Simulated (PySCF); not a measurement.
## A small calculation by hand: chemical shift, span and skew from a shielding tensor

C₃H₈O₂Si, SMILES OC[SiH]1COC1. Atoms are numbered in the order given.

```xyz
14

O      2.6650    -0.0358     0.5299
C      1.7645     0.0788    -0.5731
Si     0.0238     0.4401     0.0896
C     -1.0663    -0.9477     0.7995
O     -2.1837    -0.4638     0.0157
C     -1.5649     0.3967    -0.9672
H      2.7204     0.8334     0.9497
H      2.1037     0.8259    -1.3218
H      1.7761    -0.8941    -1.0931
H      0.1518     1.6394     0.9806
H     -0.7752    -1.9765     0.5031
H     -1.3245    -0.9638     1.8717
H     -2.1626     1.3129    -1.1127
H     -1.4727    -0.1084    -1.9511
```

Coordinates come from a r2SCAN-D4/def2-SVP optimisation. The structure was generated by enumeration, and PubChem lists no compound with its InChIKey, so it may never have been made. One conformer was computed; it need not be the lowest.

GIAO shieldings from PBE/pcSseg-1 run with PySCF, non-relativistic, no solvent. The symmetric part of the tensor of C2 has the principal values 86.6, 102.8, 173.0 ppm. The same nucleus in TMS has σ = 182.0 ppm at this level (PySCF, at its B3LYP-D3(BJ)/def2-TZVP geometry).

**Question.** Work out the isotropic shielding, the ¹³C shift against TMS, the span and the skew.

**Answer.** 
σ(iso) = (σ11 + σ22 + σ33)/3 = 120.8 ppm. δ = σ(ref) − σ(iso) = 182.0 − (120.8) = 61.2 ppm.
Span Ω = σ33 − σ11 = 86.4 ppm. Skew κ = 3(σ(iso) − σ22)/Ω = 0.62. Tumbling in solution averages the tensor to δ; in a static solid the shielding alone would spread this spin-1/2 line over Ω.
